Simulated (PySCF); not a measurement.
A calculated (LDA, PySCF 2.14, cc-pVTZ, the non-relativistic Hamiltonian (point nucleus)) atom or ion has these occupied shells.

| shell | electrons | orbital energy (eV) | rms radius, mean of both spins (bohr) |
| --- | --- | --- | --- |
| 1s β | 1 | -106.10 | 0.495 |
| 1s α | 1 | -105.90 | 0.495 |
| 2s β | 1 | -6.141 | 2.81 |
| 2p α | 1 | -2.647 | 3.43 |

Q: Name the element and its charge.

A: Be (beryllium, neutral), in [He] 2s1 2p1, 2s spin antiparallel (an excited configuration).
